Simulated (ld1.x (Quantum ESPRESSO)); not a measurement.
## Ranking PAW potentials for Dy

All share these settings but for the change named:

* Element: Dy
* Generator: ld1.x (Quantum ESPRESSO) 7.5
* Type: PAW
* Functional: PBE
* Relativity: scalar-relativistic
* Frozen core: [Kr] 4d10 4f9
* Valence charge: 11
* Reference configuration: 5s2 5p6 5d1.5 6s1.5 6p0
* Partial waves: 5s (bound): rcut 1.65, rcutus 1.80 bohr; 6s (bound): rcut 1.65, rcutus 1.80 bohr; 5p (bound): rcut 2.40, rcutus 2.90 bohr; 6p (bound, empty): rcut 2.40, rcutus 2.90 bohr; 5d (bound): rcut 1.85, rcutus 2.40 bohr; 5d channel at 0.9 Ry: rcut 1.85, rcutus 2.40 bohr
* Local potential: all-electron potential smoothed inside 2.10 bohr (lloc = -2)
* Core correction: Bessel-smoothed model core inside 1.35 bohr
* Augmentation charge: BESSEL, radius 1.75 bohr

Cutoff: the first of the cutoffs (Ry, on a coarse ladder) from which the occupation-weighted sum of valence levels, in a spherical-Bessel basis at the reference potential, stays within 10 and 1 mRy of its value at 400 Ry; the density cutoff is not measured.

The base gives 18 Ry.

Of 10 variants that were run, those that failed, showed a ghost or another fault, or gave nearly equal values are left out.

A variant can come out equal or close to the base.

Problem. Rank these variants from softest to hardest (loose cutoff).
A. core [Xe], valence charge 12; reference 4f10 5d0 6s1 6p0; waves now 6s (bound): rcut 2.50, rcutus 3.45 bohr; 6s channel at 0.05 Ry: rcut 2.50, rcutus 3.45 bohr; 6p (bound): rcut 3.40, rcutus 4.50 bohr; 6p channel at 2.9 Ry: rcut 3.40, rcutus 4.50 bohr; 5d (bound): rcut 3.45, rcutus 3.95 bohr; 5d channel at 0.9 Ry: rcut 3.45, rcutus 3.95 bohr; 4f (bound): rcut 1.15, rcutus 1.25 bohr; 4f channel at -0.25 Ry: rcut 1.15, rcutus 1.25 bohr; local potential all-electron potential smoothed inside 4.00 bohr (lloc = -1); core correction a·sin(br)/r model core, default radius (ld1.x builds one for every PAW set, though the input has nlcc=.false.); augmentation BESSEL, radius 0.85 bohr
B. waves 5s (bound): rcut 1.65, rcutus 2.78 bohr; 6s (bound): rcut 1.65, rcutus 2.78 bohr
C. reference 5s2 5p6 5d1 6s2 6p0

Solution. B (15 Ry), C (18 Ry), A (120 Ry).
